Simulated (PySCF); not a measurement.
Input for PySCF: R-HF/3-21G on CH4S (SMILES CS).

```python
from pyscf import gto, scf, dft, mp
from pyscf.data.elements import chemcore

mol = gto.M(
    atom='''
    C     0.19760733   -0.67600537    4.37613014
    S    -1.24684294    0.38724302    4.05561676
    H     0.73418834   -0.35278569    5.26541510
    H    -0.19557142   -1.67667474    4.54750115
    H     0.86167809   -0.69867504    3.51495613
    H    -0.57177882    1.53459695    3.87950661
    ''',
    basis='3-21g',
    charge=0, spin=0, verbose=3, max_memory=1800)
mf = scf.RHF(mol)
mf.conv_tol = 1e-8
mf.max_cycle = 100
mf.kernel()
if not mf.converged:
    mf = mf.newton().run(mf.mo_coeff, mf.mo_occ)
```

It printed:

```
converged SCF energy = -435.524244116213
```

Self-consistency was reached.

Cost: roughly 0.05 core-seconds.
